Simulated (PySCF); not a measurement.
**Running PySCF for BeSb**

File input.py (PySCF 2.14):

```python
from pyscf import gto, scf, mp

mol = gto.M(
    atom='Be 0 0 0; Sb 0 0 2.441',
    basis='def2-svp',
    ecp={'Sb': 'def2-svp'},
    charge=0,
    spin=3,
    verbose=4,
)
mf = scf.UHF(mol)
mf.kernel()
mp.MP2(mf, frozen=4).kernel()
mf.dip_moment()
print('orbital energies (hartree):', [e[max(0, n-3):n+3].round(4) for e, n in zip(mf.mo_energy, mol.nelec)])
```

```bash
$ python input.py
```

The log (some set-up lines and the per-cycle HOMO/LUMO lines with their warnings removed):

```
PySCF version 2.14.0

[INPUT] Symbol           X                Y                Z      unit          X                Y                Z       unit  Magmom
[INPUT]  1 Be     0.000000000000   0.000000000000   0.000000000000 AA    0.000000000000   0.000000000000   0.000000000000 Bohr   0.0
[INPUT]  2 Sb     0.000000000000   0.000000000000   2.441000000000 AA    0.000000000000   0.000000000000   4.612821470063 Bohr   0.0

nuclear repulsion = 19.9444094242687
number of shells = 15
number of NR pGTOs = 80
number of NR cGTOs = 35
basis = def2-svp
ecp = {'Sb': 'def2-svp'}

******** <class 'pyscf.scf.uhf.UHF'> ********
method = UHF
initial guess = minao
damping factor = 0
level_shift factor = 0
DIIS = <class 'pyscf.scf.diis.CDIIS'>
SCF conv_tol = 1e-09
SCF max_cycles = 50
number electrons alpha = 15  beta = 12
init E= -228.019171356488

cycle= 1 E= -253.174650715902  delta_E= -25.2  |g|= 1.11  |ddm|= 6.61
cycle= 2 E= -253.700726423936  delta_E= -0.526  |g|= 0.482  |ddm|= 3.17
cycle= 3 E= -253.834638498651  delta_E= -0.134  |g|= 0.0697  |ddm|= 0.807
cycle= 4 E= -253.845203430394  delta_E= -0.0106  |g|= 0.0319  |ddm|= 0.236
cycle= 5 E= -253.848853012965  delta_E= -0.00365  |g|= 0.0121  |ddm|= 0.187
cycle= 6 E= -253.849439994656  delta_E= -0.000587  |g|= 0.00346  |ddm|= 0.101
cycle= 7 E= -253.849487649227  delta_E= -4.77e-05  |g|= 0.00187  |ddm|= 0.0223
cycle= 8 E= -253.849508475373  delta_E= -2.08e-05  |g|= 0.000762  |ddm|= 0.0165
cycle= 9 E= -253.84951168739  delta_E= -3.21e-06  |g|= 0.000213  |ddm|= 0.00664
cycle= 10 E= -253.849511907414  delta_E= -2.2e-07  |g|= 5.08e-05  |ddm|= 0.00204
cycle= 11 E= -253.849511915157  delta_E= -7.74e-09  |g|= 1.35e-05  |ddm|= 0.00031
cycle= 12 E= -253.849511915707  delta_E= -5.5e-10  |g|= 5.22e-06  |ddm|= 7.76e-05
Extra cycle  E= -253.849511915776  delta_E= -6.96e-11  |g|= 3.04e-06  |ddm|= 1.38e-05
converged SCF energy = -253.849511915776  <S^2> = 3.7708617  2S+1 = 4.0104173

******** <class 'pyscf.mp.ump2.UMP2'> ********
nocc = (np.int64(11), np.int64(8)), nmo = (31, 31)
frozen orbitals 4
E(UMP2) = -253.940184414851  E_corr = -0.0906724990743435
E(SCS-UMP2) = -253.935254821901  E_corr = -0.0857429061250294
E_corr(same-spin) = -0.0266124147279033
E_corr(oppo-spin) = -0.0640600843464402
Dipole moment(X, Y, Z, Debye):  0.00000, -0.00000, -0.62581
orbital energies (hartree): [array([-0.3265, -0.3265, -0.2888,  0.0465,  0.0465,  0.1281]), array([-1.597 , -0.5731, -0.3256,  0.0112,  0.0112,  0.0384])]
```

In short: E(SCF) = -253.849512 Eh, 12 cycles, E(MP2) − E(SCF) = -0.09067 Eh, ⟨S²⟩ = 3.771, μz(SCF) = -0.63 D.

Wall time 1.1 s on one thread of a shared host.

The bond length is a typed value, not an optimised one. No search for the lowest solution was made.
